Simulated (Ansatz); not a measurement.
A nudged elastic band was laid between two geometries of CH3NO2Si (8 atoms, charge 0, multiplicity 1).

These are results of RKS PBE-D4/def2-SVP (Ansatz), not measurements.

```
movable images  : 5
climbing image  : yes
spring          : 5.0 eV/Å²
optimiser       : quadratic models (default)
start path      : IDPP
force threshold : 0.05 eV/Å
iteration limit : 41
end points      : relaxed
```

Initial state:

```xyz
8
Properties=species:S:1:pos:R:3
N -0.896 0.347 1.148
Si 0.425 -0.236 0.237
O 0.984 0.672 -1.198
C 0.418 -0.516 -1.596
O 0.241 -0.983 -2.685
H -1.807 0.564 0.740
H -0.807 0.662 2.116
H 1.534 -0.567 1.182
```

Final state:

```xyz
8
Properties=species:S:1:pos:R:3
N -0.896 0.346 1.149
Si 0.424 -0.236 0.237
O 0.983 0.673 -1.199
C 0.418 -0.517 -1.596
O 0.241 -0.984 -2.685
H -0.805 0.664 2.115
H -1.807 0.562 0.741
H 1.535 -0.565 1.181
```

Q: Which bonds break or form, and what moves?

A: No bond is made or broken. The dihedral H7–N1–Si2–O3 goes from -115 to 54°. The two ends are copies of one structure, up to a mirror image or an exchange of like atoms.

Q: What energy profile does the band end with?

A: It converged. The highest image is number 3 of 0 to 6, 6.3 kcal/mol above the ends, which have the same energy within 2 meV. A vibrational analysis at the climbing image gives one clearly imaginary mode, 331i cm⁻¹: a first-order saddle point.

| image | path coordinate (Å) | energy (kcal/mol) | dihedral H7–N1–Si2–O3 (°) |
| --- | --- | --- | --- |
| 0 | 0.00 | 0.0 | -115 |
| 1 | 0.65 | 1.1 | -165 |
| 2 | 1.30 | 4.1 | 154 |
| 3 | 1.95 | 6.3 | 119 |
| 4 | 2.52 | 4.5 | 96 |
| 5 | 3.08 | 1.3 | 73 |
| 6 | 3.65 | 0.0 | 54 |

Q: What is the geometry of the highest image?

A: 
```xyz
8
Properties=species:S:1:pos:R:3
N -0.776 0.526 1.272
Si 0.530 -0.088 0.308
O 0.583 0.574 -1.350
C 0.390 -0.780 -1.418
O 0.248 -1.521 -2.348
H -1.275 1.330 0.871
H -1.463 -0.150 1.620
H 1.855 0.051 0.989
```

Q: What are the harmonic wavenumbers there?

A: 331i, 154, 240, 394, 427, 434, 529, 664, 729, 770, 824, 870, 1067, 1484, 1896, 2191, 3460, 3552 cm⁻¹.

Run time: 4.9 min on 1 CPU thread of a shared host.
